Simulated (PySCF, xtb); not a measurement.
Zr(Cl)(OH)3 (ClH₃O₃Zr), SMILES [OH][Zr]([OH])([Cl])[OH], multiplicity 1. One conformer was computed; it need not be the lowest.

Harmonic wavenumbers (cm⁻¹) from xtb with GFN2-xTB at its own minimum, in rising order: 71, 80, 104, 111, 124, 132, 239, 269, 363, 375, 425, 441, 548, 568, 571, 3492, 3564, 3566.

### Question
What does PBE-D3(BJ)/def2-SVP (PySCF) give at its own minimum? (An estimate is asked for; the answer gives what the named calculation found.)

### Answer
113, 125, 125, 155, 172, 172, 235, 235, 279, 279, 321, 384, 715, 718, 718, 3876, 3876, 3880. Paired by order, the mean absolute difference is 116 cm⁻¹ and the zero-point energies are 21.5 and 23.4 kcal/mol.
